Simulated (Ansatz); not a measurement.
```yaml
crystal:
  periodic: [false, false, false]
  atoms:
    - {symbol: C, position_ang: [-0.840482, 0.748784, -0.221215]}
    - {symbol: Ge, position_ang: [0.371071, -0.102126, 1.152603]}
    - {symbol: S, position_ang: [1.458313, -1.206638, -0.058290]}
    - {symbol: H, position_ang: [-1.269371, -0.196746, -0.725846]}
    - {symbol: H, position_ang: [-0.304395, 1.265979, -0.994829]}
    - {symbol: H, position_ang: [-1.667940, 1.168494, 0.142248]}
    - {symbol: H, position_ang: [2.352146, -1.669471, 0.858825]}
basis:
  gaussian: {orbitals: pcseg-2}
hamiltonian: {xc: {name: wB97X}}
```

```sh
$ ansatz run in.yaml --threads 2 --pin off --events-out ev --progress --plain --max-ram 22528MiB --backend cpu
```

It prints (some lines left out):

```
Functional definition: wB97X
998 factors; their error is unknown
230 factors; integrals over basis functions are off by at most 1.8e-5 eV
mean field evaluation 1: about -68453.5119 eV, gradient 4.4e1 eV
mean field evaluation 2: about -68454.9542 eV, gradient 3.6e1 eV
mean field evaluation 4: about -68458.0108 eV, gradient 1.1e0 eV
mean field evaluation 8: about -68458.1755 eV, gradient 3.1e-1 eV
mean field evaluation 16: about -68458.1756 eV, gradient 8.9e-5 eV
mean field -68458.17559941 eV, -2515.7915506603 hartree, gradient 9.0e-5 eV, S^2 0.000000; 0 other end points of the search recorded, 0 dependent functions left out
reference -68458.17556457 eV, -2515.7915493798 hartree; 29, 29 occupied and 134, 134 virtual orbitals, 998 factors
Total energy: -68458.17556457 eV, -2515.7915493798 hartree
```

Hardware: 2 threads of an AMD EPYC 7R13 on a shared host. Wall time 6 s, peak host memory 0.48 GiB.
